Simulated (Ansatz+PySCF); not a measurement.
**singlet B3N3H6: levels of theory in one basis**

```xyz
12

B     1.5614    0.0000    0.0000
N     0.7602    1.3167    0.0000
B    -0.7807    1.3522    0.0000
N    -1.5204    0.0000    0.0000
B    -0.7807   -1.3522    0.0000
N     0.7602   -1.3167    0.0000
H     2.8681    0.0000    0.0000
H     1.3063    2.2626    0.0000
H    -1.4340    2.4838    0.0000
H    -2.6127    0.0000    0.0000
H    -1.4340   -2.4838    0.0000
H     1.3063   -2.2626    0.0000
```

Basis set: def2-SVP (spherical functions). Left uncorrelated: 6 orbitals. Charge 0, multiplicity 1.

Computed with Ansatz (development build ahead of 0.2.0); each method stands on the lowest determinant of its kind that the runs found. NEVPT2 correlates all electrons. Active spaces start from the frontier orbitals, and the lowest solution found is given.

```tsv
method	E − E(RHF) (eV)	<S²> of the determinant
RHF	0.00	0.00
RHF-MP2	-20.41	–
SC-NEVPT2(6,6)	-20.41	–
```

(1) What does CASSCF(6,6) give on the same scale?

(2) Is a single determinant a sound starting point here?

Answers

(1) -1.60 eV.

(2) By this sign, yes. Unrestricted orbitals gain 0.00 eV and <S²> is 0.00 against 0.00 for a pure state. The CASSCF(6,6) natural occupations are 1.98, 1.98, 1.97, 0.03, 0.02, 0.02.
